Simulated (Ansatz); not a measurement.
C5H12O2Si2 (`CO[SiH2]C#C[SiH](C)OC`). The species carries charge 0 and has multiplicity 1. The geometry is a stationary point of PBE0-D4/def2-TZVP. It is one conformer, not always the lowest.

```xyz
21

C     0.210   -3.626   -0.592
O    -0.495   -3.173   -1.727
Si   -1.577   -1.947   -1.676
C    -0.804   -0.424   -1.020
C    -0.278    0.574   -0.567
Si    0.513    2.081    0.127
C     2.320    2.110   -0.266
O     0.352    2.082    1.758
C    -0.895    2.014    2.411
H     0.824   -2.828   -0.162
H     0.863   -4.443   -0.903
H    -0.473   -3.998    0.180
H    -2.031   -1.727   -3.065
H    -2.719   -2.274   -0.782
H    -0.213    3.239   -0.464
H     2.785    3.009    0.145
H     2.475    2.104   -1.347
H     2.818    1.236    0.159
H    -1.421    1.084    2.167
H    -1.536    2.860    2.138
H    -0.719    2.045    3.487
```

(1) What is the dipole moment at PBE/def2-TZVPP? (Estimate.)

(2) And with r2SCAN, B3LYP, ωB97M-V? (Best estimate.)

(3) Give the Mulliken charges with PBE, ωB97M-V, r2SCAN in def2-TZVPP. (Best estimate.)

## Answers

(1) Ansatz gave: 1.16 D, with components (0.32, 0.02, 1.11) D in this frame, pointing from negative to positive charge.

(2) Ansatz gave: r2SCAN 1.19 D, B3LYP 1.17 D, ωB97M-V 1.19 D.

(3) Computed: 
| atom | PBE | ωB97M-V | r2SCAN |
| --- | --- | --- | --- |
| C1 | -0.14 | -0.18 | 0.00 |
| O2 | -0.30 | -0.37 | -0.38 |
| Si3 | 0.44 | 0.46 | 0.56 |
| C4 | -0.13 | -0.19 | -0.19 |
| C5 | -0.19 | -0.24 | -0.25 |
| Si6 | 0.47 | 0.55 | 0.59 |
| C7 | -0.37 | -0.44 | -0.29 |
| O8 | -0.31 | -0.37 | -0.38 |
| C9 | -0.15 | -0.19 | 0.00 |
| H10 | 0.10 | 0.12 | 0.06 |
| H11 | 0.11 | 0.13 | 0.07 |
| H12 | 0.09 | 0.11 | 0.06 |
| H13 | -0.06 | -0.02 | -0.07 |
| H14 | -0.08 | -0.04 | -0.09 |
| H15 | -0.10 | -0.05 | -0.10 |
| H16 | 0.11 | 0.12 | 0.08 |
| H17 | 0.11 | 0.12 | 0.08 |
| H18 | 0.11 | 0.13 | 0.08 |
| H19 | 0.10 | 0.12 | 0.06 |
| H20 | 0.09 | 0.11 | 0.06 |
| H21 | 0.11 | 0.13 | 0.07 |

B3LYP here is the variant with VWN-RPA as its local correlation; programs differ in this.
